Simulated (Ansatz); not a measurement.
Species: BF2, SMILES `F[B]F` (charge 0, multiplicity 2).

Question: Give a relaxed geometry from PBE-D3(BJ)/def2-TZVP (Ansatz, a quantum-chemistry and plane-wave program).

Answer: the end point of this relaxation (outside a Z-matrix the atoms follow the SMILES, hydrogens last).
Z-matrix (Å, degrees):
```
B
F 1 1.3194
F 1 1.3194 2 121.39
```
